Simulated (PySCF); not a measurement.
## Substituent chemical shifts

Parent skeleton `[SiH3:1][CH:2]([SiH3:3])[SiH3:4]`; one hydrogen on atom 1 is replaced by X. Hydrogens on one atom are averaged.

[PySCF: GFN2-xTB geometry; GIAO PBE0/pcSseg-1 shieldings; single conformer; one averaged value for each set of equivalent atoms; relativity neglected; no solvent]

Referencing at the same level of theory: ²⁹Si (σ = 349.16 ppm) and ¹³C (σ = 186.93 ppm) and ¹H (σ = 31.72 ppm) against TMS.

Parent (X = H): Si1 -67.6, C2 -22.3, Si3/Si4 -67.6, H(Si1) 4.07, H(C2) -0.92, H(Si3)/H(Si4) 4.07 ppm. Effects are Δδ = δ(X) − δ(H), positive for deshielding.

(1) Order these by the shift of C2, most shielded first.
A. X = F
B. X = CONMe2
C. X = NHCH3

(2) Order these by the shift of H(C2), most shielded first.
A. X = NHCH3
B. X = F
C. X = CONMe2

## Answers

(1) B (-0.6 ppm), C (+4.8 ppm), A (+10.0 ppm).

(2) B (-0.28 ppm), A (+0.19 ppm), C (+0.37 ppm).
